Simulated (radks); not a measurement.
Numerical settings for neutral boron, [He] 2s2 2p1. Calculated with a radial shooting solver on a logarithmic mesh with Libxc functionals: non-relativistic Kohn-Sham, BLYP, spin-polarised, spherical densities, point nucleus; open shells are filled with parallel spins first. The defaults (mesh step 0.008 in ln r, mesh end at 40 bohr or more with all orbitals vanishing there, Anderson mixing 0.5 over 9 steps, residual threshold near 1e-9 with the energy settled to 1e-9 hartree or 1e-11 of itself, here a cap of 97 iterations) give E = -24.6458 hartree and 2p at -3.882 eV in 13 iterations. Run on one thread of a shared host, so times are rough (Arm Neoverse V1): 0.07 s of CPU time, 0.07 s wall, 13 iterations on 2496 mesh points. Changes against that run (0 stands for a change within the tolerance of the run):

setting                    iterations         converged  E (mhartree)  e(2p) (meV)  CPU (s)
mesh step in ln r 0.05             13               yes             0            0     0.02
mesh step in ln r 0.12              4                no      diverged            -     0.01
mesh step in ln r 0.003            13               yes             0            0     0.17
mesh end (bohr) 3                  13  level above zero          +582    +1.14e+04     0.05
mesh end (bohr) 8                  13               yes        +0.995        +93.8     0.06
residual threshold 1e-16           97                no             0            0     0.34
residual threshold 1e-05            9               yes             0      -0.0261     0.05
mixing 2.5                         16               yes             0            0     0.08
linear mixing, mixing 0.5          30               yes             0            0     0.12
linear mixing, mixing 0.8          16               yes             0            0     0.07
mixing history 3                   16               yes             0            0     0.08
iteration cap 8                     8                no             0      -0.0261     0.04

Settled on a wrong energy, with an occupied level pushed above zero by the early mesh end: mesh end (bohr) 3 (+0.582 hartree). Apart from these: no run marked as converged misses the energy by more than 1 mhartree. A mesh that ends early acts as a hard wall.
